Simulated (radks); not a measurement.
Problem. Coherent X-ray form factor from a spherical all-electron density. Calculated with a radial shooting solver on a logarithmic mesh with Libxc functionals: Dirac Kohn-Sham, OLYP, spin-unpolarised, spherical densities, point nucleus.

sin(theta)/lambda (1/angstrom),f0 (electrons)
0.05,33.660
0.1,32.696
0.15,31.251
0.2,29.518
0.25,27.677
0.3,25.871
0.4,22.641
0.5,19.978
0.6,17.714
0.8,13.862
1,10.812
1.25,8.249
1.5,6.782
2,5.323

The species is in the configuration that NIST lists as its ground one. Which atom or ion scatters so?

Solution. The strontium ion Sr4+, [Ar] 3d10 4s2 4p4. Extrapolating in s^2 from the first two rows gives f0(0) = 34.0, near the electron count 34; among species with that count, the fall with angle is slower the higher Z, and the table is that of Z = 38; from so few rows the species is fixed only to a neighbour or two.
